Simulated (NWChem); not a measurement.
System: GeH2S2, singlet; SMILES [SH][Ge][SH]

Parts of the log:

```
             Northwest Computational Chemistry Package (NWChem) 7.3.0
             --------------------------------------------------------

 C2V symmetry detected

                             Geometry "geometry" -> ""
                             -------------------------

 Output coordinates in angstroms (scale by  1.889725989 to convert to a.u.)

  No.       Tag          Charge          X              Y              Z
 ---- ---------------- ---------- -------------- -------------- --------------
    1 Ge                  32.0000     0.00000000     0.00000000     0.76380500
    2 S                   16.0000    -1.67428918     0.00000000    -0.77413900
    3 H                    1.0000    -2.64596610     0.00000000     0.16534400
    4 S                   16.0000     1.67428918     0.00000000    -0.77413900
    5 H                    1.0000     2.64596610     0.00000000     0.16534400

 Effective nuclear repulsion energy (a.u.)     307.7505460268

      Symmetry information
      --------------------

 Group name             C2v
 Group number             16
 Group order               4
 No. of unique centers     3

  pbe96 is a nonlocal functional; adding pw91lda local functional.

                                 NWChem DFT Module
                                 -----------------

 Summary of "ao basis" -> "ao basis" (spherical)
 ------------------------------------------------------------------------------
       Tag                 Description            Shells   Functions and Types
 ---------------- ------------------------------  ------  ---------------------
 Ge                        def2-svpd                14       38   6s4p4d
 S                         def2-svpd                11       27   5s4p2d
 H                         def2-svpd                 4        8   2s2p

      Symmetry analysis of basis
      --------------------------

        a1         43
        a2         14
        b1         33
        b2         18

            General Information
            -------------------
          SCF calculation type: DFT
          Wavefunction type:  closed shell.
          No. of atoms     :     5
          No. of electrons :    66
           Alpha electrons :    33
            Beta electrons :    33
          Charge           :     0
          Spin multiplicity:     1
          Use of symmetry is: off; symmetry adaption is: on
          Maximum number of iterations: 150
          AO basis - number of functions:   108
                     number of shells:    44
          Convergence on energy requested:  1.00D-06
          Convergence on density requested:  1.00D-05
          Convergence on gradient requested:  5.00D-04

              XC Information
              --------------
          PerdewBurkeErnzerhof Exchange Functional  1.000
            Perdew 1991 LDA Correlation Functional  1.000 local
           PerdewBurkeErnz. Correlation Functional  1.000 non-local

             Grid Information
             ----------------
          Grid used for XC integration:  medium
          Radial quadrature: Mura-Knowles
          Angular quadrature: Lebedev.
          Tag              B.-S. Rad. Rad. Pts. Rad. Cut. Ang. Pts.
          ---              ---------- --------- --------- ---------
          Ge                  1.25      112          11.0       590
          S                   1.00       88          13.0       590
          H                   0.35       45          14.0       434
          Grid pruning is: on
          Number of quadrature shells:   378
          Spatial weights used:  Erf1

      Superposition of Atomic Density Guess
      -------------------------------------

 Sum of atomic energies:       -2870.74558883

      Non-variational initial energy
      ------------------------------

 Total energy =   -2871.254295
 1-e energy   =   -4608.364911
 2-e energy   =    1429.360070
 HOMO         =      -0.249827
 LUMO         =      -0.040986

      Symmetry analysis of molecular orbitals - initial
      -------------------------------------------------

  Numbering of irreducible representations:

     1 a1          2 a2          3 b1          4 b2

  Orbital symmetries:

     1 a1          2 b1          3 a1          4 a1          5 b1
     6 a1          7 b2          8 a1          9 b1         10 a1
    11 a1         12 b1         13 a1         14 b1         15 b2
    16 a2         17 b1         18 a1         19 b2         20 b1
    21 a1         22 a1         23 a2         24 b2         25 a1
    26 b1         27 a1         28 a1         29 b1         30 b1
    31 b2         32 a2         33 a1         34 b2         35 a1
    36 b1         37 a1         38 b1         39 a1         40 b1
    41 b2         42 a1         43 a1

 !! scf_movecs_sym_adapt:    5 vectors were symmetry contaminated

  Symmetry fudging

   convergence    iter        energy       DeltaE   RMS-Dens  Diis-err
 ---------------- ----- ----------------- --------- --------- ---------
 d= 0,ls=0.0,diis     1  -2873.4234627806 -3.18D+03  1.63D-02  5.49D-01

 !! scf_movecs_sym_adapt:   10 vectors were symmetry contaminated

  Symmetry fudging

 !! scf_movecs_sym_adapt:    2 vectors were symmetry contaminated

 d= 0,ls=0.0,diis     2  -2873.2052643163  2.18D-01  1.33D-02  1.44D+00

 !! scf_movecs_sym_adapt:   10 vectors were symmetry contaminated

  Symmetry fudging
 d= 0,ls=0.0,diis     3  -2873.4621028900 -2.57D-01  3.84D-03  2.06D-01

 !! scf_movecs_sym_adapt:   12 vectors were symmetry contaminated

  Symmetry fudging
 d= 0,ls=0.0,diis     4  -2873.4937915457 -3.17D-02  6.63D-04  1.05D-02
 d= 0,ls=0.0,diis     5  -2873.4944063670 -6.15D-04  3.04D-04  6.60D-04
  Resetting Diis
 d= 0,ls=0.0,diis     6  -2873.4944820610 -7.57D-05  9.82D-05  1.06D-04
 d= 0,ls=0.0,diis     7  -2873.4945018690 -1.98D-05  4.30D-05  3.37D-06

 !! scf_movecs_sym_adapt:    2 vectors were symmetry contaminated

  Symmetry fudging
 d= 0,ls=0.0,diis     8  -2873.4945005176  1.35D-06  3.03D-05  1.15D-05
 d= 0,ls=0.0,diis     9  -2873.4945023795 -1.86D-06  6.67D-06  3.89D-07

 !! scf_movecs_sym_adapt:    4 vectors were symmetry contaminated

  Symmetry fudging
 d= 0,ls=0.0,diis    10  -2873.4945024482 -6.87D-08  1.96D-06  3.19D-08

         Total DFT energy =    -2873.494502448197
      One electron energy =    -4608.429292317903
           Coulomb energy =     1557.584617751828
    Exchange-Corr. energy =     -130.400373908889
 Nuclear repulsion energy =      307.750546026767

 Numeric. integr. density =       66.000011994826

                  Occupations of the irreducible representations
                  ----------------------------------------------

                     irrep           alpha         beta
                     --------     --------     --------
                     a1               15.0         15.0
                     a2                3.0          3.0
                     b1               10.0         10.0
                     b2                5.0          5.0

                       DFT Final Molecular Orbital Analysis
                       ------------------------------------

 Vector   31  Occ=2.000000D+00  E=-2.675347D-01  Symmetry=b2
              MO Center= -1.7D-10,  8.3D-12, -4.5D-01, r^2= 4.0D+00
   Bfn.  Coefficient  Atom+Function         Bfn.  Coefficient  Atom+Function
  ----- ------------  ---------------      ----- ------------  ---------------
    51      0.361018  2 S  py                86      0.361018  4 S  py
    48      0.280036  2 S  py                83      0.280036  4 S  py
    14      0.213034  1 Ge py                45      0.159294  2 S  py
    80      0.159294  4 S  py                17      0.150094  1 Ge py
    11     -0.117377  1 Ge py                54      0.045578  2 S  py

[...]

                                NWChem TDDFT Module
                                -------------------

            General Information
            -------------------
           No. of orbitals :     216
            Alpha orbitals :     108
             Beta orbitals :     108
        Alpha frozen cores :       0
         Beta frozen cores :       0
     Alpha frozen virtuals :       0
      Beta frozen virtuals :       0
         Spin multiplicity :       1
    Number of AO functions :     108
        Use of symmetry is : off
      Symmetry adaption is : on
         Schwarz screening :  0.10D-07

              XC Information
              --------------
   PerdewBurkeErnzerhof Exchange Functional   1.00
     Perdew 1991 LDA Correlation Functional   1.00 local
    PerdewBurkeErnz. Correlation Functional   1.00 non-local

             TDDFT Information
             -----------------
          Calculation type : Tamm-Dancoff TDDFT
         Wavefunction type : Restricted singlets
          No. of electrons :      66
           Alpha electrons :      33
            Beta electrons :      33
              No. of roots :       6
          Max subspacesize :    5200
            Max iterations :     100
               Target root :       1
           Target symmetry : none
      Symmetry restriction : off
                 Algorithm : Optimal
        Davidson threshold :  0.10D-03

    6 smallest eigenvalue differences (eV)
--------------------------------------------------------
  No. Spin  Occ  Vir  Irrep   E(Occ)    E(Vir)   E(Diff)
--------------------------------------------------------
    1    1   33   34 b2       -0.232    -0.117     3.125
    2    1   32   34 b1       -0.236    -0.117     3.239
    3    1   31   34 a1       -0.268    -0.117     4.101
    4    1   30   34 a2       -0.300    -0.117     4.972
    5    1   33   35 b1       -0.232    -0.043     5.143
    6    1   33   36 a1       -0.232    -0.040     5.206
--------------------------------------------------------

  Entering Davidson iterations
  Restricted singlet excited states

  Iter   NTrls   NConv    DeltaV     DeltaE      Time
  ----  ------  ------  ---------  ---------  ---------
    1      6       0     0.15E+00   0.10+100       10.1
    2     12       0     0.15E+00   0.36E-01       10.0
    3     18       0     0.36E-01   0.27E-01       10.3
    4     24       2     0.18E-01   0.60E-02       10.3
    5     28       3     0.17E-02   0.45E-03        9.0
    6     31       6     0.98E-04   0.40E-05        8.3
  ----  ------  ------  ---------  ---------  ---------
  Convergence criterion met

  Ground state a1      -2873.494502448197 a.u.

  ----------------------------------------------------------------------------
  Root   1 singlet b2             0.135064412 a.u.                3.6753 eV
  ----------------------------------------------------------------------------
     Transition Moments    X -0.00000   Y  0.36744   Z -0.00000
     Dipole Oscillator Strength                    0.0121566239
     Electric Quadrupole                           0.0000001156
     Magnetic Dipole                               0.0000024170
     Total Oscillator Strength                     0.0121591565

     Occ.   27  a1  ---  Virt.   34  b2       0.08087
     Occ.   28  a1  ---  Virt.   34  b2       0.08263
     Occ.   33  a1  ---  Virt.   34  b2      -0.98965
  ----------------------------------------------------------------------------
  Root   2 singlet b1             0.146194413 a.u.                3.9782 eV
  ----------------------------------------------------------------------------
     Transition Moments    X -0.85962   Y -0.00000   Z  0.00000
     Dipole Oscillator Strength                    0.0720192306
     Electric Quadrupole                           0.0000000887
     Magnetic Dipole                               0.0000000014
     Total Oscillator Strength                     0.0720193206

     Occ.   30  b1  ---  Virt.   36  a1      -0.08542
     Occ.   30  b1  ---  Virt.   37  a1       0.07298
     Occ.   32  a2  ---  Virt.   34  b2       0.94682
     Occ.   32  a2  ---  Virt.   45  b2       0.05765
     Occ.   33  a1  ---  Virt.   35  b1      -0.25603
     Occ.   33  a1  ---  Virt.   38  b1      -0.06666
  ----------------------------------------------------------------------------
  Root   3 singlet a1             0.177016778 a.u.                4.8169 eV
  ----------------------------------------------------------------------------
     Transition Moments    X -0.00000   Y -0.00000   Z  0.26160
     Dipole Oscillator Strength                    0.0080757729
     Electric Quadrupole                           0.0000000428
     Magnetic Dipole                               0.0000000000
     Total Oscillator Strength                     0.0080758157

     Occ.   30  b1  ---  Virt.   35  b1       0.15772
     Occ.   30  b1  ---  Virt.   38  b1       0.05116
     Occ.   31  b2  ---  Virt.   34  b2      -0.90293
     Occ.   33  a1  ---  Virt.   36  a1       0.30923
     Occ.   33  a1  ---  Virt.   37  a1      -0.21067
  ----------------------------------------------------------------------------
  Root   4 singlet a2             0.188138342 a.u.                5.1195 eV
  ----------------------------------------------------------------------------
     Transition Moments    X -0.00000   Y -0.00000   Z -0.00000
     Dipole Oscillator Strength                    0.0000000000
     Electric Quadrupole                           0.0000000804
     Magnetic Dipole                               0.0000027269
     Total Oscillator Strength                     0.0000028072

     Occ.   30  b1  ---  Virt.   34  b2      -0.98116
     Occ.   31  b2  ---  Virt.   35  b1       0.05198
     Occ.   32  a2  ---  Virt.   36  a1       0.15995
     Occ.   32  a2  ---  Virt.   37  a1       0.05412
  ----------------------------------------------------------------------------
  Root   5 singlet a2             0.197770046 a.u.                5.3816 eV
  ----------------------------------------------------------------------------
     Transition Moments    X  0.00000   Y -0.00000   Z  0.00000
     Dipole Oscillator Strength                    0.0000000000
     Electric Quadrupole                           0.0000000025
     Magnetic Dipole                               0.0000002646
     Total Oscillator Strength                     0.0000002671

     Occ.   30  b1  ---  Virt.   34  b2       0.15259
     Occ.   32  a2  ---  Virt.   36  a1       0.98452
     Occ.   32  a2  ---  Virt.   37  a1      -0.06339
  ----------------------------------------------------------------------------
  Root   6 singlet a1             0.198675156 a.u.                5.4062 eV
  ----------------------------------------------------------------------------
     Transition Moments    X -0.00000   Y -0.00000   Z  0.30641
     Dipole Oscillator Strength                    0.0124350414
     Electric Quadrupole                           0.0000001746
     Magnetic Dipole                               0.0000000000
     Total Oscillator Strength                     0.0124352159

     Occ.   30  b1  ---  Virt.   35  b1       0.08726
     Occ.   30  b1  ---  Virt.   38  b1       0.05576
     Occ.   31  b2  ---  Virt.   34  b2      -0.15427
     Occ.   33  a1  ---  Virt.   36  a1      -0.85417
     Occ.   33  a1  ---  Virt.   37  a1      -0.47946

              Target root =      1
          Target symmetry = none
      Ground state energy =  -2873.494502448197
        Excitation energy =      0.135064411865
     Excited state energy =  -2873.359438036332

  stored tddft:energy   -2873.3594380363320
```

Level: PBE/def2-SVPD, TDA. Low-valent species are run as closed-shell singlets; no triplet was tried in these runs. Structure relaxed at the B3LYP/6-31G* (spherical d) level.

Question: Reconstruct the input file.

Answer: Several could match; the one computed here: the input that was run:
```
start job
memory heap 200 mb stack 900 mb global 1100 mb
geometry units angstroms noautoz
  Ge     0.000000     0.000000     0.767558
  S     -1.673980    -0.032175    -0.770386
  H     -2.645473    -0.051081     0.169097
  S      1.673980     0.032175    -0.770386
  H      2.645473     0.051081     0.169097
end
basis spherical
  * library def2-svpd
end
dft
  xc xpbe96 cpbe96
  iterations 150
end
tddft
  cis
  nroots 6
  notriplet
end
task tddft energy
```
